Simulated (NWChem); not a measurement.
Species: C₂H₃FOSi; SMILES C([Si@H](O)F)#C

```xyz
8

C      0.0609    -2.4930     0.2054
C      0.0123    -1.2985    -0.0211
Si    -0.0294     0.4931    -0.3858
O      1.2393     1.2633     0.3201
F     -1.4301     1.0504     0.2062
H      0.0999    -3.5500     0.4050
H      0.0178     0.7857    -1.8297
H      1.4596     1.0213     1.2247
```
Atoms are numbered in this order, from 1.

Results from NWChem. Pople sets run with spherical d functions. The geometry was optimised at PBE0/def2-SVP. Vzz is the largest principal value of the second derivative of the potential at the nucleus (NWChem prints the opposite sign); η is the asymmetry. Non-relativistic.

```csv
level,Vzz O4 (a.u.),η O4,relative time
PBE/6-31G*,1.317,0.52,1
PBE/cc-pVTZ,1.339,0.50,5
CAM-B3LYP/cc-pVTZ,1.381,0.50,40
CAM-B3LYP/def2-SVP,1.413,0.51,2
```

The last column is a rough cost ratio, cheapest run = 1.
